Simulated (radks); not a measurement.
Polarisability of the selenium ion Se+, [Ar] 3d10 4s2 4p3, at imaginary frequency. All-electron calculation, scalar-relativistic Kohn-Sham, LB94 model potential, spin-unpolarised, spherical densities, finite nucleus; Fermi nuclear charge, rms radius 4.14 fm. Program: a radial shooting solver on a logarithmic mesh with Libxc functionals. Response by self-consistent Sternheimer equations with the Hartree and adiabatic LDA kernel, the relativistic mass of each level held fixed and spin-orbit coupling left out.

w (hartree)  alpha1(iw) (bohr^3)
0.00266                    13.74
0.0143                     13.73
0.0360                     13.68
0.0697                     13.52
0.118                      13.12
0.186                      12.32
0.280                      10.92
0.413                      8.906
0.605                      6.510
0.892                      4.217
1.35                       2.431
2.12                       1.268
3.59                      0.6027
6.94                      0.2420
17.5                     0.05934

Static values: alpha1 = 13.74 bohr^3 (2.036 angstrom^3; uncoupled 21.17). C6 = 82.99, triple-dipole C9 = 827.0 atomic units. One-pole (London) frequency 4 C6 / (3 alpha1^2) = 0.586 hartree, against 0.759 for minus the highest occupied eigenvalue.
